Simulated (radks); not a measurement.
Values are calculated unless marked as measured or tabulated.
Charge is removed step by step from the 5p3/2 level of neutral mercury, starting from [Kr] 4d10 4f14 5s2 5p(1/2: 2, 3/2: 4) 5d10 6s2. Level of theory: Dirac Kohn-Sham, PBE, spin-unpolarised, spherical densities, finite nucleus; Fermi nuclear charge, rms radius 5.4648 fm (a radial shooting solver on a logarithmic mesh with Libxc functionals).

removed (e) = 0: E - E(0) (eV) 0.000; eigenvalue (eV) -61.616; E minus straight line (eV) 0.000
removed (e) = 0.25: E - E(0) (eV) 15.808; eigenvalue (eV) -64.872; E minus straight line (eV) -1.278
removed (e) = 0.5: E - E(0) (eV) 32.447; eigenvalue (eV) -68.263; E minus straight line (eV) -1.724
removed (e) = 0.75: E - E(0) (eV) 49.950; eigenvalue (eV) -71.774; E minus straight line (eV) -1.308
removed (e) = 1: E - E(0) (eV) 68.344; eigenvalue (eV) -75.395; E minus straight line (eV) 0.000

Removing the whole electron costs 68.344 eV by Delta-SCF, against 61.616 eV from minus the eigenvalue at the starting occupation. Slater's transition state (half an electron removed) gives 68.263 eV. Integrating minus the eigenvalue over the occupation (Janak's theorem) gives 68.344 eV. The mean slope of the eigenvalue, de/dn, is 13.8 eV per electron.
